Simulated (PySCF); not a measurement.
Structure problem from calculated spectra and properties.

Formula: C7H15FP2.

- 1H NMR: chemical shifts (computed TMS as zero) by class: 2.94 (1 H), 1.20 (2 H), 1.14 (6 H), 0.99 (6 H) ppm [GIAO HF/pcSseg-1]
- Dipole: 2.96 D [HF/pcSseg-1]
- 13C NMR: chemical shifts (computed TMS as zero) by class: 255.9 (1 C), 31.9 (1 C), 20.1 (2 C), 20.1 (1 C), 15.1 (2 C) ppm [GIAO HF/pcSseg-1]
- Rotational structure: rotational constants A, B, C: 1.456, 0.561, 0.496 GHz [PBE0-D3(BJ)/def2-SVP]
- NMR, other nuclei: isotropic shieldings of nuclei other than C and H, by class: 293 (1 F), 195 (1 P), 418 (1 P) ppm [GIAO HF/pcSseg-1]

Electronic properties: PySCF, gas phase, density fitting. Levels stand in brackets. The structure is a single PBE0-D3(BJ)/def2-SVP conformer in the gas phase; no vibrational or solvent corrections. NMR values are class means; diastereotopic atoms form classes of their own.

Task: What is the compound? Reason from the data.

Result: Numbering: `[CH3:1][CH:2]([CH3:3])/[C:4]([F:5])=[P:6]\[CH2:7][P:8]([CH3:9])[CH3:10]`. 7 carbons fall into 5 classes; from least to most shielded: carbon bonded to C, F and P [C4] (255.9 ppm), sp3 CH carbon [C2] (31.9 ppm), methyl carbon [C1/C3] (20.1 ppm, 2 C), sp3 carbon bound to phosphorus [C7] (20.1 ppm), sp3 carbon bound to phosphorus [C9/C10] (15.1 ppm, 2 C, up to 4.8 ppm apart in this geometry). Hydrogen classes from least to most shielded: 1 H on an sp3 CH carbon, C2 (2.94 ppm), 2 H on an sp3 carbon bound to phosphorus, C7 (1.20 ppm, a mean of values up to 0.7 ppm apart in this geometry), 6 H on 2 methyl carbons, C1/C3 (1.14 ppm, a mean of values up to 0.5 ppm apart in this geometry), 6 H on 2 like atoms (sp3 carbon bound to phosphorus), C9/C10 (0.99 ppm, a mean of values up to 0.8 ppm apart in this geometry). The other shieldings belong to: 293 ppm, fluorine bonded to C [F5]; 195 ppm, phosphorus bonded to 2 C [P6]; 418 ppm, phosphine phosphorus [P8]. The optimised geometry has point group C1 and is an asymmetric top. Structure: `CC(C)/C(F)=P\CP(C)C`. The assignments are read from this structure; whether some other isomer fits the data as well wasn't checked.

Shape of the structure used: `[CH3:1][CH:2]([CH3:3])/[C:4]([F:5])=[P:6]\[CH2:7][P:8]([CH3:9])[CH3:10]`: C1–C2–C4–F5 -61°, C4–P6–C7–P8 72°, P6–C7–P8–C9 165°.
